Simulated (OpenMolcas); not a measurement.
An OpenMolcas run meant for Al II (ANO-R3, X2C; inactive shells 1s 2s 2p; intended active space 2 electrons in 4 orbitals (3s 3p)). One step of its input:

```
&CASPT2
Multistate=3 1 2 3
Frozen=1 0
IPEA=0.25
Imaginary=0.1
MaxIter=60
WThr=0.0 0.3 0.05
PrWF=0.5
NoMix
Deleted=15 13
```

The run finished. Its levels beside those of a sound run (SS-CASPT2, IPEA 0.25 Eh, imaginary shift 0.1 Eh (closed shells correlated: 2s 2p)), in eV above each run's lowest level:

```json
{"Level": "3s2 1S0", "This run": "0.0000", "Usual run": "0.0000"}
{"Level": "3s 3p 3P* 0", "This run": "4.5547", "Usual run": "4.6062"}
{"Level": "3s 3p 3P* 1", "This run": "4.5611", "Usual run": "4.6126"}
{"Level": "3s 3p 3P* 2", "This run": "4.5740", "Usual run": "4.6255"}
{"Level": "3s 3p 1P* 1", "This run": "7.7388", "Usual run": "7.6213"}
{"Level": "3p2 3P0", "This run": "11.6262", "Usual run": "11.6923"}
{"Level": "3p2 3P1", "This run": "11.6325", "Usual run": "11.6986"}
{"Level": "3p2 3P2", "This run": "11.6445", "Usual run": "11.7078"}
{"Level": "3p2 1D2", "This run": "11.7965", "Usual run": "11.7340"}
{"Level": "3p2 1S0", "This run": "14.0142", "Usual run": "13.8535"}
```

Problem. Which setting is unsound, and how much does it matter here?

Solution. Nearly half of the orbitals are deleted from the virtual space, which removes much of the correlation energy. Against the sound run the excited levels shown move by 620 cm-1 on average and by 1300 cm-1 at most.

Term energies are means over components that CASPT2 splits; among the terms shown or strongly mixed into the levels shown the widest spread is 240 cm-1 (3p2 1D, this run). Over all roots computed the reference weight is 0.91 to 0.98 in the sound run, 0.92 to 0.99 in this run; the roots of lowest weight are the least certain, and an intruder state may touch them. The ¹D term of p² mixes with s d, which this space lacks. Some levels mix across a computed gap that differs much from the measured one, so their mixing is not that of the real levels (holds for the sound run). Levels of configurations outside the active space are missing.

* marks odd parity.
